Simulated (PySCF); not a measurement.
Cd(Br)(Et) (C2H5BrCd), SMILES C[CH2][Cd][Br].

Geometry optimised at B3LYP-D3(BJ)/def2-SVP. The structure was generated by enumeration; whether it is a known compound was not checked. The def2 effective core potentials stand for the cores of Cd; spin–orbit coupling is left out. The values are those of a single conformer.

These are TDA-PBE/def2-SVPD (PySCF 2.14.0) values and carry that method's errors.

Vertical excitations.  State labels are in the subgroup Cs.

Computed UV-visible absorptions:
```
state  symmetry  energy (eV)  λ (nm)      f                                                                main pairs
-----  --------  -----------  ------  -----  ------------------------------------------------------------------------
S1           A"         4.83     257  0.016                                                           HOMO→LUMO 100 %
S2           A'         4.83     256  0.016                                                          HOMO−1→LUMO 99 %
S3           A"         5.40     229  0.000                                                          HOMO→LUMO+1 94 %
S4           A'         5.46     227  0.002                                      HOMO−1→LUMO+1 68 %, HOMO→LUMO+2 29 %
S5           A"         5.50     226  0.000                                                        HOMO−1→LUMO+2 94 %
S6           A'         5.56     223  0.069                    HOMO−2→LUMO+1 35 %, HOMO−2→LUMO 32 %, HOMO→LUMO+2 26 %
S7           A'         5.65     219  0.055                                      HOMO−2→LUMO+1 59 %, HOMO→LUMO+2 19 %
S8           A"         5.70     217  0.023                                                        HOMO−2→LUMO+2 97 %
S9           A'         6.10     203  0.503  HOMO−2→LUMO 39 %, HOMO−3→LUMO 21 %, HOMO→LUMO+2 15 %, HOMO−1→LUMO+1 11 %
S10          A"         6.79     183  0.000                                                          HOMO−4→LUMO 99 %
T1           A'         4.33     286      0                                                          HOMO−2→LUMO 99 %
T2           A"         4.55     272      0                                                           HOMO→LUMO 100 %
T3           A'         4.55     272      0                                                         HOMO−1→LUMO 100 %
T4           A'         5.22     237      0                                      HOMO−1→LUMO+1 79 %, HOMO→LUMO+2 18 %
```
Triplets are in the Tamm–Dancoff approximation.
